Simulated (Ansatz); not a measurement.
Basis-set extrapolation for C2H7AlFN, SMILES `C[CH2][Al]([NH2])[F]` (PBE0-D4/def2-TZVP geometry, frozen core, Ansatz). Multiplicity 1, RHF reference.

|  | def2-TZVPP | def2-QZVPP |
| --- | --- | --- |
| HF | -475.855295 | -475.874392 |
| MP2 correlation | -0.898212 | -0.966748 |
| CCSD(T) correlation | -0.966584 | not run |

Energies in hartree. Use E(X) = E(∞) + A·exp(−7.88·√X) for Hartree–Fock and E(X) = E(∞) + B·X^(−2.97) for correlation, with X = 3 and 4, and add CCSD(T) minus MP2 of the smaller set to the MP2 limit.

Question: What is the CCSD(T) energy at the basis-set limit?

Answer: HF limit: -475.874392 + (-0.019097) × 0.13774 = -475.87702. MP2 limit: -0.966748 + (-0.068536) × 0.74074 = -1.01752. Higher-order term: -0.966584 − (-0.898212) = -0.06837. Total: -476.96291 hartree, 3.84 eV below CCSD(T)/def2-TZVPP.
